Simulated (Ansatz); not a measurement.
Computed with Ansatz on PBE0-D4/def2-TZVP structures; ΔE is electronic, products minus reactants. CCSD(T)/CBS adds triple-zeta CCSD(T) − MP2 to the extrapolated MP2 energy (def2 sets, frozen cores). Functionals use def2-TZVPP. B3LYP here is the variant with VWN-RPA as its local correlation; programs differ in this. One conformer a species, not always the lowest.

`NB[SiH2]N` + `CC(F)OCCF` → `NBOCCF` + `CC(F)[SiH2]N`  (formal exchange of groups at a B–Si bond)

`NB[SiH2]N`:

Z-matrix (Å, degrees):
```
Si
B 1 2.022
N 1 1.737 2 116.7
H 1 1.493 2 110.1 3 120.1
H 1 1.499 2 108.9 3 -122.2
N 2 1.388 1 120.3 3 126.2
H 2 1.202 1 122.7 3 -53.2
H 3 1.008 1 118.8 2 -54.1
H 3 1.008 1 117.6 2 82.2
H 6 1.007 2 123.6 1 179.6
H 6 1.007 2 123.1 1 0.3
```

`CC(F)OCCF`:

Z-matrix (Å, degrees):
```
C
C 1 1.499
H 1 1.091 2 109.4
H 1 1.090 2 109.9 3 119.8
H 1 1.090 2 109.9 3 -120.0
F 2 1.395 1 108.8 3 63.4
O 2 1.371 1 109.4 3 -56.7
H 2 1.099 1 113.0 3 179.5
C 7 1.414 2 115.9 1 -170.5
C 9 1.515 7 111.5 2 -91.5
H 9 1.092 7 107.0 2 149.5
H 9 1.097 7 110.7 2 31.7
F 10 1.383 9 108.1 7 -171.3
H 10 1.091 9 111.9 7 69.2
H 10 1.093 9 110.2 7 -52.7
```

`NBOCCF`:

Cartesian coordinates in Å:
```
N -1.212 -2.061 1.012
B -0.155 -1.211 0.676
O -0.396 0.132 0.583
C 0.605 1.019 0.161
C 0.353 1.497 -1.242
F 0.528 0.462 -2.141
H -1.098 -3.052 1.103
H -2.150 -1.731 1.162
H 0.946 -1.653 0.494
H 1.594 0.549 0.213
H 0.604 1.891 0.826
H 1.056 2.296 -1.501
H -0.673 1.862 -1.346
```

`CC(F)[SiH2]N`:

```xyz
13

C    -1.544   -0.580    0.389
C    -0.081   -0.838    0.654
F     0.172   -2.214    0.527
Si    1.098    0.064   -0.530
N     0.854    1.763   -0.443
H    -1.813   -0.854   -0.635
H    -1.765    0.480    0.535
H    -2.171   -1.156    1.074
H     0.160   -0.570    1.691
H     2.503   -0.196   -0.126
H     0.839   -0.501   -1.886
H     1.637    2.379   -0.306
H     0.111    2.221   -0.944
```

| level | ΔE (kJ/mol) | difference from CCSD(T)/CBS |
| --- | --- | --- |
| PBE-D4 | -141.6 | 10.5 |
| r2SCAN-D4 | -150.1 | 2.0 |
| PBE0-D4 | -145.9 | 6.2 |
| B3LYP-D4 | -155.0 | -2.9 |
| ωB97X-V | -147.6 | 4.5 |
| ωB97M-V | -155.6 | -3.5 |
| B2PLYP | -154.7 | -2.6 |
| PBE | -140.5 | 11.6 |
| r2SCAN | -149.9 | 2.2 |
| PBE0 | -144.9 | 7.2 |
| B3LYP | -153.1 | -1.0 |
| HF/def2-TZVPP | -158.7 | -6.6 |
| MP2/def2-TZVPP | -157.6 | -5.5 |
| SCS-MP2/def2-TZVPP | -155.1 | -3.0 |
| CCSD/def2-TZVPP | -150.6 | 1.5 |
| CCSD(T)/def2-TZVPP | -148.0 | 4.1 |
| HF/def2-QZVPP | -159.9 | -7.8 |
| MP2/def2-QZVPP | -160.3 | -8.2 |
| SCS-MP2/def2-QZVPP | -158.1 | -6.0 |
| HF/CBS(def2) | -160.1 | -8.0 |
| MP2/CBS(def2) | -161.6 | -9.5 |
| CCSD/CBS(def2) | -154.7 | -2.6 |
| CCSD(T)/CBS | -152.1 | 0 |

Largest T1 diagnostic among the species: 0.013.

From PBE to PBE0 (25 % exact exchange), in def2-TZVPP and without D4, ΔE moves by −4.4 kJ/mol.
